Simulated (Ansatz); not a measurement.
Relaxation of ClH5OSSi (9 atoms, charge 0, multiplicity 1), to a largest force component of 0.03 eV/Å in at most 50 steps.

Method: RKS PBE0/def2-SVP in Ansatz 0.2.0.

```xyz
9
Properties=species:S:1:pos:R:3
Si 0.619 0.312 -0.254
O -0.588 -0.048 2.337
H -1.523 0.176 2.398
Cl 1.418 0.286 -2.176
H -0.808 0.678 -0.411
H 0.909 -1.014 0.333
S 1.556 1.886 0.890
H 2.604 1.122 1.269
H -0.130 0.797 2.543
```

Q: Where does it end, and by what steps?

A: The forces met the threshold. After 13 steps the energy has fallen by 0.021 eV; H8 moved furthest, 0.29 Å.

```csv
step,energy less start (eV),largest force component (eV/Å),accepted
0,0.0000,0.678,yes
1,0.0388,1.718,no
2,-0.0028,0.853,yes
3,-0.0101,0.269,yes
4,-0.0173,0.139,yes
5,-0.0147,0.565,no
6,-0.0199,0.051,yes
7,-0.0206,0.092,yes
8,-0.0210,0.071,yes
9,-0.0211,0.078,yes
10,-0.0213,0.060,yes
11,-0.0213,0.051,yes
12,-0.0214,0.033,yes
13,-0.0214,0.017,yes
```

```xyz
9
Properties=species:S:1:pos:R:3
Si 0.612 0.284 -0.229
O -0.725 -0.093 2.342
H -1.529 0.437 2.381
Cl 1.512 0.311 -2.102
H -0.813 0.637 -0.423
H 0.879 -1.059 0.332
S 1.462 1.854 0.982
H 2.690 1.293 1.046
H -0.031 0.530 2.601
```

Time of the run: 29 s on 2 threads of Arm Neoverse V2, on a shared host, peak memory 0.19 GiB.
